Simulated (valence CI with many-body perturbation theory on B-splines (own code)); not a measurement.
Kr XXX: key properties

Level of theory: configuration interaction combined with many-body perturbation theory (CI+MBPT): five valence electrons over a frozen Dirac-Fock core [He], radial functions for each j: 9 s, 9 p, 8 d, 6 f, 3 g, 1 h, with the one-electron correlation potential Σ1 (screened to all orders), the two-electron term Σ2, the three-electron term Σ3, Breit, model QED; selected single and double excitations, second order for the rest, scaled by the run's own slope (own B-spline code, finite nucleus).

The last digits are not significant, and no measured levels were compared; by estimate large intervals hold to a few tenths of a per cent, small ones and those within an open d or f shell to about a per cent. Among the levels kept, up to 5100 cm⁻¹ of a level comes from second order outside the variational space, and about a tenth of that is noise between levels of different J, which matters for small intervals.

Levels are named by their leading jj configuration (3d3/2^4 stands for four electrons in 3d with j = 3/2), which in mixed levels can hold well under half, so a name can repeat and another be missing.

Rates and lifetimes use the calculated energies. Strong lines usually hold to 10 to 20 %, long lifetimes can be off by a factor of two.

(1) What is the ground level?

(2) What are the static dipole polarisabilities of the lowest levels?

(3) How well does LS coupling describe the low levels?

(4) Name the longest-lived excited levels whose lifetime is computed, and their main decay.

(5) Where does the other parity begin?

(6) What is the ionisation energy?

(7) Among levels below 2072.8 eV, which E1 lines absorb most strongly from the ground level?

Results:

(1) (2s^2 2p1/2^2 2p3/2) J=3/2, composition 47 % 2s2 2p3 4S° + 35 % 2s2 2p3 2P° + 18 % 2s2 2p3 2D°, g = 1.549.

(2) (2s^2 2p1/2^2 2p3/2) J=3/2 0.00256 (tensor 0.00029); (2s^2 2p1/2 2p3/2^2) J=3/2 0.00284 (tensor 0.00028); (2s^2 2p1/2 2p3/2^2) J=5/2 0.00267 (tensor 0.00019); (2s^2 2p1/2 2p3/2^2) J=1/2 0.00243 bohr³, of which the core gives 5.19e-06.

(3) Among the lowest 20 levels the leading LS term, summed over configurations, holds 71 % on average. For single configurations the figures are 71 % in LS and 90 % in jj coupling. Terms mix most in the J = 1/2 level at 276.7 eV, where the leading one holds 45 %.

(4) (2s^2 2p1/2 2p3/2^2) J=5/2 at 60.4 eV lives 4.45 μs, mostly by M1 to (2s^2 2p1/2^2 2p3/2) J=3/2; (2s^2 2p1/2 2p3/2^2) J=3/2 at 47.7 eV lives 825 ns, mostly by M1 to (2s^2 2p1/2^2 2p3/2) J=3/2; (2s^2 2p1/2 2p3/2^2) J=1/2 at 77.1 eV lives 660 ns, mostly by M1 to (2s^2 2p1/2^2 2p3/2) J=3/2.

(5) At (2s 2p1/2^2 2p3/2^2) J=5/2, 172.5 eV.

(6) 3379.7 eV; NIST lists 3380 ± 30 eV (semi-empirical).

(7) to (2s^2 2p1/2 2p3/2 3d3/2) J=3/2 at 0.6048 nm, f = 0.413; to (2s^2 2p1/2 2p3/2 3d3/2) J=5/2 at 0.6053 nm, f = 0.356; to (2s^2 2p1/2^2 3d5/2) J=5/2 at 0.6225 nm, f = 0.346.
